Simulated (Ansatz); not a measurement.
The same path of CH5BN2Si (10 atoms, charge 0, multiplicity 1) was run twice with different band settings. The coordinate that changes most is the dihedral H7–Si1–B2–N3.

All numbers below come from Ansatz 0.2.0, RHF/def2-SVP.

Relaxed end points:

```xyz
10
Properties=species:S:1:pos:R:3
Si -1.100 -1.333 -0.557
B 0.365 -0.148 0.227
N 0.700 0.226 1.607
C 1.102 1.276 1.008
N 1.221 0.928 -0.346
H -2.387 -0.590 -0.524
H -0.806 -1.680 -1.971
H -1.248 -2.583 0.224
H 1.257 2.279 1.410
H 0.980 1.574 -1.076
```

```xyz
10
Properties=species:S:1:pos:R:3
Si -1.058 -1.338 -0.625
B 0.434 -0.045 -0.110
N 1.547 -0.155 0.844
C 1.360 1.103 0.895
N 0.603 1.428 -0.241
H -1.807 -0.847 -1.811
H -0.508 -2.681 -0.927
H -2.012 -1.452 0.509
H 1.640 1.808 1.680
H -0.116 2.128 -0.210
```

Common settings: movable images 7; climbing image yes; optimiser quadratic models (default); start path through a guess of the saddle point; force threshold 0.05 eV/Å; end points relaxed.

| run | spring | iteration limit |
| --- | --- | --- |
| 1 | 5.0 eV/Å² | 32 |
| 2 | 20.0 eV/Å² | 27 |

Q: What does each run give, and how far can it be trusted?

A: Run 1: converged after 29 iterations, highest image 0.005 eV above the first end. The top lies less than 8 meV above the higher end, about what the thresholds resolve: that end is a shoulder or a very shallow well. A vibrational analysis at the climbing image gives no mode beyond 40i cm⁻¹: the surface is too flat there to confirm a saddle point.
Run 2: converged after 24 iterations, highest image 0.005 eV above the first end. The top lies less than 8 meV above the higher end, about what the thresholds resolve: that end is a shoulder or a very shallow well. Another band between the same ends (7 images) ends at a top of the same energy, where a vibrational analysis finds no clearly imaginary modes.
